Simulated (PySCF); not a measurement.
A calculated (UHF, PySCF 2.14, jorge-DZP-DKH, the spin-free X2C one-electron Hamiltonian (Gaussian nucleus)) atom or ion has these occupied shells.

| shell | electrons | orbital energy (eV) | rms radius, mean of both spins (bohr) |
| --- | --- | --- | --- |
| 1s α | 1 | -1616.3 | 0.139 |
| 1s β | 1 | -1615.9 | 0.139 |
| 2s α | 1 | -154.79 | 0.676 |
| 2s β | 1 | -154.05 | 0.676 |
| 2p α | 3 | -108.11 | 0.672 |
| 2p β | 3 | -107.84 | 0.672 |
| 3s α | 1 | -28.055 | 2.40 |

Q: Name the element and its charge.

A: Al²⁺ (aluminium, charge +2), in [Ne] 3s1, 2S determinant.
